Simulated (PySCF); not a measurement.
C2H5FO2Si. Atoms are numbered in the order given.

```xyz
11

C     -1.8598    -0.5302     0.8896
Si    -0.6289     0.5551     0.0144
F     -0.9960     0.6750    -1.5692
C      1.1000    -0.2456     0.2421
O      1.4951    -0.5110     1.3554
O      1.8207    -0.4839    -0.8663
H     -2.8580    -0.0672     0.9259
H     -1.9453    -1.5045     0.3829
H     -1.5137    -0.7070     1.9205
H     -0.5470     1.9298     0.5691
H      2.6653    -0.8840    -0.5800
```

Geometry: B3LYP-D3(BJ)/def2-SVP. The structure was generated by enumeration; whether it is a known compound was not checked. One conformer was computed; it need not be the lowest.

Calculation: PBE/pcSseg-1 in PySCF.

GIAO shieldings, no solvent; atoms alike by connectivity are averaged. δ = σ(ref) − σ: ¹³C against TMS (σ = 182.0 ppm); ²⁹Si against TMS (σ = 335.4 ppm); ¹⁹F against CFCl3 (σ = 133.6 ppm); ¹⁷O against H2O (σ = 334.3 ppm); ¹H against TMS (σ = 31.49 ppm), references at their B3LYP-D3(BJ)/def2-TZVP geometries, non-relativistic.

Computed chemical shifts:
```
nucleus       atoms  count  δ (ppm)
-------  ----------  -----  -------
¹³C              C4      1    184.0
¹³C              C1      1     -0.4
²⁹Si            Si2      1     -5.6
¹⁹F              F3      1   -219.9
¹⁷O              O5      1    492.0
¹⁷O              O6      1    257.7
¹H              H11      1     6.68
¹H              H10      1     5.50
¹H       H7, H8, H9      3     0.84
```
